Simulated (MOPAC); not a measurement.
MOPAC input (PM7):

```
PM7 1SCF CHARGE=1 GEO-OK AUX(PRECISION=9) THREADS=1
CH4NO

N    -1.09895400 1    0.24210600 1    0.04933200 1
C     0.18292100 1    0.38685900 1   -0.06554600 1
O     1.06504900 1   -0.54321300 1   -0.00639100 1
H    -1.55012600 1   -0.65358000 1    0.20314900 1
H    -1.70318200 1    1.05336800 1   -0.01456900 1
H     0.59089700 1    1.37957500 1   -0.22917100 1
H     0.73717200 1   -1.44955300 1    0.13967600 1
```

Output:

```
 *******************************************************************************
 **                                                                           **
 **                              MOPAC v23.2.5                                **
 **                                                                           **
 *******************************************************************************
 ** MOPAC's Digital Object Identifier: https://doi.org/10.5281/zenodo.6511958 **
 **                                                                           **
 ** Please cite the open-source release paper for use of this MOPAC version:  **
 ** J. E. Moussa and J. J. P. Stewart (2026)                                  **
 ** MOPAC: An open-source semiempirical molecular orbital program             **
 ** J. Open Source Softw., 11(119), 8025, https://doi.org/10.21105/joss.08025 **
 *******************************************************************************

                              PM7 CALCULATION RESULTS

 *******************************************************************************
 *  PM7        - The PM7 Hamiltonian to be used
 *  GEO-OK     - OVERRIDE INTERATOMIC DISTANCE AND OTHER SAFETY CHECKS
 *
 *
 *
 *                 CHARGE ON SYSTEM = +1
 *
 *
 *
 *  1SCF       - DO 1 SCF AND THEN STOP
 *  AUX        - OUTPUT AUXILIARY INFORMATION
 *******************************************************************************
PM7 1SCF CHARGE=1 GEO-OK AUX(PRECISION=9) THREADS=1
 CH4NO

   ATOM   CHEMICAL          X               Y               Z
  NUMBER   SYMBOL      (ANGSTROMS)     (ANGSTROMS)     (ANGSTROMS)

     1       N         -1.09895400  *   0.24210600  *   0.04933200  *
     2       C          0.18292100  *   0.38685900  *  -0.06554600  *
     3       O          1.06504900  *  -0.54321300  *  -0.00639100  *
     4       H         -1.55012600  *  -0.65358000  *   0.20314900  *
     5       H         -1.70318200  *   1.05336800  *  -0.01456900  *
     6       H          0.59089700  *   1.37957500  *  -0.22917100  *
     7       H          0.73717200  *  -1.44955300  *   0.13967600  *

          CARTESIAN COORDINATES

    NO.       ATOM           X           Y           Z

     1         N         -1.0990      0.2421      0.0493
     2         C          0.1829      0.3869     -0.0655
     3         O          1.0650     -0.5432     -0.0064
     4         H         -1.5501     -0.6536      0.2031
     5         H         -1.7032      1.0534     -0.0146
     6         H          0.5909      1.3796     -0.2292
     7         H          0.7372     -1.4496      0.1397

 General Reference for PM7:
 "Optimization of Parameters for Semiempirical Methods VI: More Modifications to the
 NDDO Approximations and Re-optimization of Parameters", J. J. P. Stewart, J. Mol. Mod., 1:32, 19 (2013)
 https://link.springer.com/article/10.1007/s00894-012-1667-x

           Empirical Formula: C H4 N O  =     7 atoms

      MOLECULAR POINT GROUP   :   Cs

      RHF CALCULATION, NO. OF DOUBLY OCCUPIED LEVELS = 9

 -------------------------------------------------------------------------------
 PM7 1SCF CHARGE=1 GEO-OK AUX(PRECISION=9) THREADS=1
 CH4NO

     1SCF WAS SPECIFIED, SO BFGS WAS NOT USED
     SCF FIELD WAS ACHIEVED

                              PM7 CALCULATION
                                                       MOPAC v23.2.5 Linux

          FINAL HEAT OF FORMATION =        131.22173 KCAL/MOL =     549.03173 KJ/MOL

          COSMO AREA              =         77.88 SQUARE ANGSTROMS
          COSMO VOLUME            =         58.84 CUBIC ANGSTROMS

          IONIZATION POTENTIAL    =         18.078342 EV
          HOMO LUMO ENERGIES (EV) =        -18.078 -6.220
          NO. OF FILLED LEVELS    =          9
          MOLECULAR WEIGHT        =         46.0487         POINT GROUP:  Cs

          MOLECULAR DIMENSIONS (Angstroms)

            Atom       Atom       Distance
            H     7    H     5     3.49910
            H     6    H     4     2.98399
            O     3    N     1     0.00000

          SCF CALCULATIONS        =          1

   ATOM   CHEMICAL          X               Y               Z
  NUMBER   SYMBOL      (ANGSTROMS)     (ANGSTROMS)     (ANGSTROMS)

     1       N         -1.09895400  *   0.24210600  *   0.04933200  *
     2       C          0.18292100  *   0.38685900  *  -0.06554600  *
     3       O          1.06504900  *  -0.54321300  *  -0.00639100  *
     4       H         -1.55012600  *  -0.65358000  *   0.20314900  *
     5       H         -1.70318200  *   1.05336800  *  -0.01456900  *
     6       H          0.59089700  *   1.37957500  *  -0.22917100  *
     7       H          0.73717200  *  -1.44955300  *   0.13967600  *

                             CARTESIAN COORDINATES

   1    N       -1.098954000     0.242106000     0.049332000
   2    C        0.182921000     0.386859000    -0.065546000
   3    O        1.065049000    -0.543213000    -0.006391000
   4    H       -1.550126000    -0.653580000     0.203149000
   5    H       -1.703182000     1.053368000    -0.014569000
   6    H        0.590897000     1.379575000    -0.229171000
   7    H        0.737172000    -1.449553000     0.139676000

           Empirical Formula: C H4 N O  =     7 atoms

      MOLECULAR POINT GROUP   :   Cs

                  EIGENVALUES
 -44.81862 -38.50431 -30.52142 -26.09271 -25.80175 -21.87934 -21.49912 -20.63278
 -18.07834  -6.22043  -4.60104  -4.08057  -1.95857  -1.23644  -0.69805  -0.15713

              NET ATOMIC CHARGES AND DIPOLE CONTRIBUTIONS

  ATOM NO.   TYPE          CHARGE      No. of ELECS.   s-Pop       p-Pop
    1          N          -0.426682        5.4267     1.50685     3.91983
    2          C           0.429639        3.5704     1.12636     2.44400
    3          O          -0.310149        6.3101     1.81050     4.49965
    4          H           0.336756        0.6632     0.66324
    5          H           0.355866        0.6441     0.64413
    6          H           0.245011        0.7550     0.75499
    7          H           0.369559        0.6304     0.63044
 DIPOLE           X         Y         Z       TOTAL
 POINT-CHG.    -2.570     0.939     0.065     2.737
 HYBRID        -0.491    -0.667     0.126     0.837
 SUM           -3.061     0.272     0.191     3.079

          ATOMIC ORBITAL ELECTRON POPULATIONS

     Atom    s        px        py        pz
    1  N   1.50685   1.14420   1.26070   1.51493
    2  C   1.12636   0.77680   0.95466   0.71253
    3  O   1.81050   1.41631   1.31909   1.76425
    4  H   0.66324
    5  H   0.64413
    6  H   0.75499
    7  H   0.63044

 **********************
 *                    *
 * JOB ENDED NORMALLY *
 *                    *
 **********************

 == MOPAC DONE ==
```

The dipole moment of an ion depends on the origin.

The geometry given is a B3LYP-D3(BJ)/def2-TZVP minimum.
